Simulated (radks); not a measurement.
The numbers below are computed, except where a source is named.
Species: I0.5+. Configuration: [Kr] 4d10 5p(up 2.5, down 2.5) 5s(up 1, down 0.5) (fractional occupations, a model configuration). Level of theory: scalar-relativistic Kohn-Sham, LDA (Slater exchange, Perdew-Wang correlation), spin-polarised, spherical densities, point nucleus (a radial shooting solver on a logarithmic mesh with Libxc functionals).

Normalised radial functions P(r) = r R(r), r in bohr:

```
   r/bohr * 4p down, o 5s up, + 5p down (the largest magnitude, 1.29, reaches the edge; | marks zero, & curves that meet)
 0.003964                             & o
 0.005287                             & o
 0.007051                             +*o
  0.00933                             +*o
  0.01244                             |+&
   0.0166                             |+o*
  0.02214                             |+o  *
  0.02952                             |o+    *
  0.03938                            o|  +     *
   0.0521                          o  |  +      *
  0.06949                         o   |  +      *
  0.09269                         o   | +   *
   0.1236                            &+
   0.1649                   *      +  |  o
   0.2182              *         +    |     o
    0.291                 *        +  |   o
   0.3881                           o |+*
   0.5176                     o       |     +            *
   0.6904                      o      |      +                   *
   0.9135                             |&                     *
    1.218                      +      |           o*
    1.625               +             |    *           o
    2.167              +              |*             o
    2.891                 +           *        o
    3.825                      +      *  o
    5.101                          +  *o
    6.804                            +&
```

4p down: eigenvalue -132.60 eV, 2 radial nodes at r = 0.120, 0.374 bohr, <r> = 0.792 bohr, 90 % of the charge inside 1.16 bohr. 5s up: eigenvalue -22.502 eV, 4 radial nodes at r = 0.0338, 0.134, 0.359, 0.882 bohr, <r> = 1.93 bohr, 90 % of the charge inside 2.81 bohr. 5p down: eigenvalue -11.399 eV, 3 radial nodes at r = 0.119, 0.362, 0.958 bohr, <r> = 2.38 bohr, 90 % of the charge inside 3.56 bohr.
